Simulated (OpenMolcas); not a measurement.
Nb3+: ligand-field states by method

Nb3+ with 3 ligands (fluoride) in trigonal planar coordination (D3h) at 1.83 Å. Ligand basis ANO-RCC-VDZP.

| Quantity | Value |
| --- | --- |
| Program | OpenMolcas |
| Basis | ANO-RCC-VTZP [7s6p4d2f1g] |
| Scalar Hamiltonian | DKH2, point nucleus |
| Active space | 2 electrons in 5 orbitals (4d) |
| State averaging | 2S+1 = 3 even, 10 roots; 2S+1 = 1 even, 15 roots |
| Spin-orbit coupling | state interaction with AMFI integrals over the reference wave functions |

I. CASSCF
II. SS-CASPT2, IPEA 0.25 Eh, imaginary shift 0.1 Eh (closed shells correlated: 4s 4p and the ligand valence shells)

Spin-free states (labels of D3, the rotations of D3h) in cm-1, each column counted from its own energy of the first state listed:

| State | Degeneracy | I | II |
| --- | --- | --- | --- |
| 3E | 2 | 0 | 0 |
| 2S+1 = 1 | 1 | 4029 | 230 |
| 2S+1 = 3 | 1 | 4971 | 7490 |
| 1E | 2 | 8536 | 5810 |
| 1E | 2 | 13561 | 13210 |
| 3E | 2 | 20226 | 21100 |
| 2S+1 = 1 | 1 | 23546 | 20330 |
| 1E | 2 | 26746 | 24710 |

From I to II, I's first state of the same spin (2S+1 = 3) moves from 4971 to 7490 cm-1, by about +2500 cm-1.

From I to II, I's first state of another spin (2S+1 = 1) moves from 4029 to 230 cm-1, by about -3800 cm-1.

χT at 300 K: I 0.62, II 0.38 cm3 K/mol.

Roots that are degenerate in the reference are averaged as groups; the widest CASPT2 spread within a group is 210 cm-1 (the 2-fold group of multiplicity 3 near 21100 cm-1 above the lowest state of its run, II). Shifts and gaps below about the spread of the groups concerned are not significant. An orbital doublet at a regular site is open to a Jahn-Teller distortion, which this geometry leaves out. The least metal-like active orbital is 72 % on the metal (Löwdin) and no ligand orbital is active, so the numbers are rough. Ligand-to-metal charge-transfer states are missing. With no ligand orbital active B as a rule stays too high, so bands that hang on it stand too high and its fall with covalency is understated. Without dynamic correlation the repulsion within the d shell is too large (B by tens of per cent), so at a given field states of lower spin stand too high (holds for I). With metal d orbitals alone the field can be off either way by tens of per cent (holds for I). No measured value stands beside these numbers; the geometry was imposed, not optimised, and the real ion may take another.

A state without a sure symmetry label is named by its multiplicity alone.
